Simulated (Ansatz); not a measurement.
`B/C=C/CCl`, relaxed with RKS PBE-D4/def2-SVP in Ansatz from a rough embedded geometry. The force threshold is 0.03 eV/Å; the program also tests the step.

The species carries charge 0 and has multiplicity 1.

Start:

```xyz
11

B    -1.695    0.693    1.084
C    -0.724   -0.197    0.290
C     0.456    0.261   -0.066
C     1.523   -0.512   -0.796
Cl    0.908   -0.927   -2.451
H    -1.510    1.815    1.360
H    -2.795    0.262    1.357
H    -0.986   -1.174    0.022
H     0.754    1.322    0.250
H     1.638   -1.512   -0.214
H     2.433   -0.031   -0.836
```

```
         step  energy (eV)  largest force (eV/Å)  largest move (Å)
            1  -16388.6976                 4.376             0.000
            2  -16389.0270                 1.153             0.115
            3  -16389.0885                 0.431             0.098
            4  -16389.1036                 0.183             0.034
            5  -16389.1055                 0.080             0.043
            6  -16389.1073                 0.048             0.018
            7  -16389.1096                 0.041             0.047
            8  -16389.1225                 0.238             0.195
            9  -16389.1269                 0.443             0.198
           10  -16389.1756                 0.223             0.200
           11  -16389.1950                 0.134             0.177
           12  -16389.2024                 0.079             0.113
13 (rejected)  -16389.1964                 0.261             0.109
           14  -16389.2036                 0.094             0.053
           15  -16389.2046                 0.031             0.032
16 (rejected)  -16389.2039                 0.091             0.015
           17  -16389.2047                 0.004             0.007
```

End:

```xyz
11

B    -1.744    0.707    1.126
C    -0.710   -0.246    0.494
C     0.361    0.234   -0.197
C     1.439   -0.600   -0.806
Cl    1.614   -0.205   -2.567
H    -1.617    1.908    0.965
H    -2.679    0.288    1.784
H    -0.796   -1.346    0.591
H     0.477    1.326   -0.327
H     1.232   -1.684   -0.721
H     2.423   -0.382   -0.340
```

Hardware: 4 threads of an Arm Neoverse V2 on a shared host. Wall time 15 s, peak host memory 0.14 GiB.
